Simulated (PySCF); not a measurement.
**Low-lying terms of Bi(5+) (bismuth, charge +5)**

Ground state [Xe] 4f14 5d10, ¹S. Calculation: PySCF 2.14, in def2-TZVP with the def2 core potential (60 electrons) (6s5p3d2f, 50 functions); scalar relativity through the core potential. Vertical excitation energies in eV without spin-orbit coupling; excited terms of each kind are numbered among those the solver found. Frozen: 5s2 5p6.

| term | leading excitation | EOM-EE-CCSD |
| --- | --- | --- |
| 1 3D | 5d → s | 20.175 |
| 1 1D | 5d → s | 21.169 |
| 1 3P° | 5d → p | 34.212 |
| 1 3F° | 5d → p | 34.804 |
| 1 1F° | 5d → p | 35.289 |
| 1 1D° | 5d → p | 35.889 |
| 1 3D° | 5d → p | 35.950 |
| 1 1P° | 5d → p | 35.983 |
| 1 3G | 5d → d | 51.585 |
| 1 1G | 5d → d | 51.808 |
| 2 3D | 5d → d | 51.876 |

The spin-orbit splitting of the hole, absent here, rivals or exceeds the spacing of these terms, so the LS terms are model states.

The solver can miss terms.
